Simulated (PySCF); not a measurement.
GaCl2, SMILES [Cl][Ga+][Cl], charge +1.

The structure is a stationary point at r2SCAN-D4/def2-TZVP. The spin state was assumed, not searched. The isomer is the one that the SMILES or the coordinates give; other isomers of the formula were not compared.

The numbers are results of r2SCAN-D4/def2-TZVP in PySCF, not measurements.

Frequencies are harmonic and unscaled.

Modes within 1.5 cm⁻¹ of each other (mostly degenerate sets) share a row, with their intensities summed.

Computed harmonic wavenumbers and intensities:
| mode | ν (cm⁻¹) | IR (km/mol) | Raman (Å⁴/amu) | depolarisation | moving atoms (share of kinetic energy) |
|---|---|---|---|---|---|
| 1–2 | 113 | 16.2 | 0.0 | – | Ga 50 %, Cl 50 % |
| 3 | 424 | 0.0 | 25.5 | 0.21 | Cl 100 % |
| 4 | 611 | 62.7 | 0.0 | – | Ga 50 %, Cl 50 % |
